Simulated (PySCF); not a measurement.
**`CC/C(C)=C(/C)OC(C)=O`: 4 charge schemes on one density**

Compound: C8H14O2.
Cartesian coordinates in Å at the GFN2-xTB level; atoms count from 1:
```
atom  x, y, z in Å
C1    -1.878    1.539    0.031
C2    -1.149    0.729   -1.043
C3    -0.791   -0.638   -0.527
C4    -1.912   -1.635   -0.442
C5     0.442   -0.953   -0.143
C6     0.895   -2.262    0.424
O7     1.490   -0.013   -0.246
C8     1.661    0.845    0.766
C9     2.803    1.786    0.479
O10    0.985    0.864    1.760
H11   -2.116    2.533   -0.341
H12   -2.804    1.048    0.320
H13   -1.252    1.635    0.915
H14   -0.248    1.262   -1.350
H15   -1.794    0.623   -1.920
H16   -2.842   -1.184   -0.774
H17   -1.709   -2.501   -1.071
H18   -2.043   -1.984    0.581
H19    0.233   -3.068    0.125
H20    1.905   -2.477    0.080
H21    0.911   -2.206    1.514
H22    3.298    2.053    1.408
H23    3.502    1.331   -0.216
H24    2.399    2.692    0.031
```

Density: PBE0/pcSseg-1 (PySCF); schemes: Mulliken, IAO, Hirshfeld and ESP-fitted. Geometry: GFN2-xTB, one conformer, isolated molecule.

Question: Which atoms carry the lowest charge in the Mulliken, IAO, Hirshfeld and ESP-fitted schemes?

Answer: The schemes don't all agree: Mulliken O7 (-0.478); IAO C9 (-0.477); Hirshfeld O10 (-0.256); ESP-fitted C9 (-0.697).

Question: For which atoms does the sign change between the 4 schemes (beyond +0.03 e in one, beyond −0.03 e in another)?

Answer: For none.

Question: Give the atomic charges in each scheme.

Answer: In e:

| atom | environment | Mulliken | IAO | Hirshfeld | ESP-fitted |
| --- | --- | --- | --- | --- | --- |
| C1 | methyl carbon | -0.279 | -0.417 | -0.121 | -0.119 |
| C2 | allylic carbon | -0.161 | -0.254 | -0.073 | -0.071 |
| C3 | fully substituted alkene carbon | -0.400 | -0.009 | -0.002 | -0.012 |
| C4 | allylic carbon | -0.168 | -0.426 | -0.113 | -0.518 |
| C5 | vinylic carbon bearing oxygen | +0.120 | +0.162 | +0.058 | +0.298 |
| C6 | allylic carbon | -0.169 | -0.439 | -0.124 | -0.527 |
| O7 | ester single-bonded oxygen | -0.478 | -0.333 | -0.087 | -0.485 |
| C8 | ester carbonyl carbon | +0.370 | +0.529 | +0.223 | +0.950 |
| C9 | methyl carbon next to a carbonyl | -0.239 | -0.477 | -0.123 | -0.697 |
| O10 | ester carbonyl oxygen | -0.406 | -0.464 | -0.256 | -0.582 |
| H11 | methyl hydrogen | +0.109 | +0.137 | +0.039 | +0.034 |
| H12 | methyl hydrogen | +0.106 | +0.133 | +0.037 | +0.046 |
| H13 | methyl hydrogen | +0.146 | +0.155 | +0.029 | +0.050 |
| H14 | methylene hydrogen | +0.117 | +0.138 | +0.029 | +0.036 |
| H15 | methylene hydrogen | +0.122 | +0.134 | +0.038 | +0.064 |
| H16 | methyl hydrogen | +0.117 | +0.146 | +0.047 | +0.172 |
| H17 | methyl hydrogen | +0.138 | +0.151 | +0.045 | +0.144 |
| H18 | methyl hydrogen | +0.138 | +0.153 | +0.047 | +0.166 |
| H19 | methyl hydrogen | +0.120 | +0.152 | +0.050 | +0.154 |
| H20 | methyl hydrogen | +0.128 | +0.157 | +0.044 | +0.167 |
| H21 | methyl hydrogen | +0.142 | +0.160 | +0.047 | +0.163 |
| H22 | methyl hydrogen | +0.142 | +0.171 | +0.057 | +0.177 |
| H23 | methyl hydrogen | +0.138 | +0.166 | +0.050 | +0.191 |
| H24 | methyl hydrogen | +0.147 | +0.173 | +0.061 | +0.198 |

Mean size of the charges over all atoms: ESP-fitted 0.251 e, IAO 0.235 e, Mulliken 0.192 e, Hirshfeld 0.075 e. Each set sums to the total charge, 0, to within 0.001 e. The IAO scheme counts the electrons in orthogonalised intrinsic atomic orbitals, a minimal basis polarised so that it spans the occupied orbitals exactly. The Mulliken scheme counts on each atom the diagonal of the density matrix times the overlap matrix over that atom's basis functions.

Question: Sum the charges by element.

Answer: 
| element | atoms | Mulliken | IAO | Hirshfeld | ESP-fitted |
| --- | --- | --- | --- | --- | --- |
| C | 8 | -0.925 | -1.330 | -0.276 | -0.696 |
| O | 2 | -0.884 | -0.798 | -0.344 | -1.067 |
| H | 14 | +1.809 | +2.128 | +0.619 | +1.763 |

Question: How many electrons does the Mulliken scheme count on O7?

Answer: Z − q = 8 − (-0.478) = 8.478.

Question: How closely do the schemes follow one another over all atoms?

Answer: Correlation coefficient and root-mean-square difference: IAO with Hirshfeld 0.96, 0.184 e; IAO with ESP-fitted 0.93, 0.139 e; Hirshfeld with ESP-fitted 0.92, 0.261 e; Mulliken with IAO 0.87, 0.135 e; Mulliken with Hirshfeld 0.86, 0.146 e; Mulliken with ESP-fitted 0.81, 0.213 e.

These values come from a run that also computed NMR shieldings. On Arm Neoverse V2, one thread, no GPU, on a shared host, this took 51 s wall.
